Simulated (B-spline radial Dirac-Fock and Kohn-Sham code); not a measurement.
**Tb⁵⁺: input and output of one calculation**

ΔSCF core binding energies without Breit or QED terms, calculated with a radial atomic solver. Keys: rel is the Hamiltonian (dirac, or spin-free x2c and nr, where L3 and M5 stand for the whole 2p and 3d shells), method is hf or an exchange,correlation pair (spin-unpolarised, also for the hole states), nuc the nuclear model, radius_factor scales its radius, rmax is the box in bohr, h the logarithmic mesh step, order the B-spline order, points the quadrature points per cell, c_factor scales the speed of light, and damp, ndamp, maxit and tol steer the iteration. The run stops when the commutator error falls below 10·tol·max(1, Z/10), or the numerical noise floor, and the energy has settled to about 1e-8 Ha; the virial ratio is −V/T.

Input (task.json):

```json
{"items": [{"Z": 65, "q": 5, "cfg": [[1, 0, 2], [2, 0, 2], [2, 1, 6], [3, 0, 2], [3, 1, 6], [3, 2, 10], [4, 0, 2], [4, 1, 6], [4, 2, 10], [4, 3, 7], [5, 0, 2], [5, 1, 5]], "A": 159, "rrms": 5.06, "do": "settings", "holes": ["K", "L3", "M5"],
  "settings": [{"rel": "dirac", "method": "hf", "nuc": "fermi", "radius_factor": 1.0, "rmax": 5.0, "h": 0.3, "order": 8, "points": 10, "c_factor": 1.0, "maxit": 77, "damp": 0.5, "ndamp": 3, "tol": 1e-08}]}]}
```

Command: `python xray2_run.py task.json out`

Ground-state iterations:

```
iter   energy (Ha)        error
   1   -11668.42081430  2.07e+00
   2   -11689.03423894  1.29e+00
   3   -11705.87372352  2.89e-01
   4   -11706.93299059  8.96e-02
   5   -11707.00956678  2.83e-02
   6   -11707.01735613  1.98e-02
   7   -11707.02067916  1.68e-03
   8   -11707.02069850  6.06e-04
   9   -11707.02070128  3.01e-05
  10   -11707.02070129  8.21e-07
  11   -11707.02070129  5.28e-08
```

The ground state converged in 11 iterations, with total energy -11707.02070 Ha, virial ratio 1.91454 and highest orbital energy -83.08 eV. ΔSCF binding energies: K (1s) 52300.1 eV, L3 (2p3/2) 7611.8 eV, M5 (3d5/2) 1323.5 eV.

One setting is outside the advised range (box too small), but here it does no visible harm: the result matches the run with default settings.
